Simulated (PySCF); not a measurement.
From one molecule to another.

First species: C₅H₁₁NOSi.
SMILES: `CC(C)(CC#N)O[SiH3]`

Second species: C₅H₇ClO₃Si.
Structure used (GFN2-xTB), in Å, numbered top down from 1:
```
atom  x, y, z in Å
C1    -3.0924    0.5272   -0.1543
Si2   -2.1890   -0.8755    0.7496
C3    -0.4617   -1.0158   -0.0113
C4     0.5283   -0.1486    0.1986
Cl5    0.3281    1.2243    1.2190
C6     1.8601   -0.3242   -0.4240
O7     2.1330   -1.1976   -1.1906
O8     2.7401    0.6483    0.0051
C9     4.0317    0.7053   -0.3936
O10    4.6016   -0.0174   -1.1364
H11   -2.6022    1.4820    0.0126
H12   -4.1178    0.6147    0.1915
H13   -3.1180    0.3523   -1.2266
H14   -2.0585   -0.6030    2.1825
H15   -2.8430   -2.1681    0.5236
H16   -0.2231   -1.8370   -0.6727
H17    4.4757    1.5779    0.1172
```

Levels: PBE0/pcSseg-1 for dipole moment, HOMO energy, LUMO energy and HOMO–LUMO gap; GFN2-xTB for rotational constant A and rotational constant C. Geometries: GFN2-xTB. All species are isolated and taken at one optimised geometry, non-relativistic unless stated. Electronic properties by PySCF.

Dipoles, sizes and rotational constants follow the conformer. The torsions of the flexible species, by atom-mapped SMILES:
- `[CH3:1][C:2]([CH3:3])([CH2:4][C:5]#[N:6])[O:7][SiH3:8]`: C1–C2–C4–C5 60°, C1–C2–O7–Si8 -174°
- `[CH3:1][SiH2:2]/[CH:3]=[C:4](\[Cl:5])[C:6](=[O:7])[O:8][CH:9]=[O:10]`: C1–Si2–C3–C4 74°, C3–C4–C6–O7 3°, C4–C6–O8–C9 179°, C6–O8–C9–O10 0°

| property | column X | column Y |
| --- | --- | --- |
| dipole moment | 3.05 D | 3.39 D |
| HOMO energy | -8.45 eV | -8.08 eV |
| LUMO energy | 0.09 eV | -2.51 eV |
| HOMO–LUMO gap | 8.54 eV | 5.57 eV |
| rotational constant A | 3.226 GHz | 2.323 GHz |
| rotational constant C | 0.902 GHz | 0.412 GHz |

Q: Which column belongs to which species?

A: Column X is the first species and column Y the second. The first has 19 atoms and 70 electrons, the second 17 and 92.

Q: How does each property change from the first species to the second?

A: dipole moment +0.34 D; HOMO energy +0.37 eV; LUMO energy -2.60 eV; HOMO–LUMO gap -2.97 eV; rotational constant A -0.903 GHz; rotational constant C -0.490 GHz.

On the first: In atomic units the dipole is 1.20 e·bohr (1 au = 2.5417 D). A dipole of 3.05 D is allowed in C1, and pure rotational transitions are dipole-allowed.

On the second: A dipole of 3.39 D is allowed in C1, and pure rotational transitions are dipole-allowed. The dipole equals about 11.3 × 10⁻³⁰ C·m (1 D = 3.33564 × 10⁻³⁰ C·m).
